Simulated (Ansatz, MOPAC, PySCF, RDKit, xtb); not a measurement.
Noncovalent pair: NH3 (SMILES N) (first 4 atoms) with CH6Si (SMILES C[SiH3]); geometry from B3LYP-D3(BJ)/def2-TZVP, rigid monomers moved along the line of their centres of mass till N1···Si6 is 3.29 Å.
(charge 0, multiplicity 1):
```xyz
12

N      0.415    -0.625    -0.363
H      1.290    -0.528     0.138
H     -0.093     0.245    -0.256
H     -0.122    -1.347     0.104
C     -0.363     0.511     4.618
Si    -0.081     0.099     2.810
H     -0.935    -0.276     5.112
H     -0.916     1.446     4.722
H      0.587     0.620     5.145
H      0.670    -1.172     2.675
H      0.696     1.174     2.145
H     -1.376    -0.046     2.101
```

Interaction energies are E(AB) − E(A) − E(B) at the monomers' geometry in the complex; basis-set methods are counterpoise corrected. Rows marked so take none.

Rows in 3-21G, 6-31G*, STO-3G carry no dispersion term and start afresh at each structure (6-31G* with six Cartesian d functions). MP2/6-31G* freezes PySCF's default core. The state that PM3, PM6 reach isn't checked.

Run with Ansatz (Gaussian basis) for Hartree–Fock, density functionals and correlated methods; MOPAC for PM3, PM6 (differences of heats of formation); PySCF for 3-21G rows, 6-31G* rows, STO-3G rows, the dispersion terms; RDKit for the force fields; xtb for the GFN methods. 

```json
[
 {"level": "MMFF94", "interaction energy (meV)": "123.8"},
 {"level": "PM3", "interaction energy (meV)": "-0.1"},
 {"level": "PM6", "interaction energy (meV)": "45.1"},
 {"level": "GFN2-xTB", "interaction energy (meV)": "-59.7"},
 {"level": "HF/STO-3G (no counterpoise)", "interaction energy (meV)": "92.6"},
 {"level": "B3LYP/3-21G (no counterpoise)", "interaction energy (meV)": "-224.3"},
 {"level": "B3LYP/6-31G*", "interaction energy (meV)": "87.2"},
 {"level": "PBE0-D3(BJ)/def2-TZVPPD", "interaction energy (meV)": "?"},
 {"level": "MP2/6-31G*", "interaction energy (meV)": "?"}
]
```

Question: Complete the blanks.

Answer: 
- PBE0-D3(BJ)/def2-TZVPPD, interaction energy (meV): -27.2
- MP2/6-31G*, interaction energy (meV): 104.8

Ansatz is an electronic-structure program.
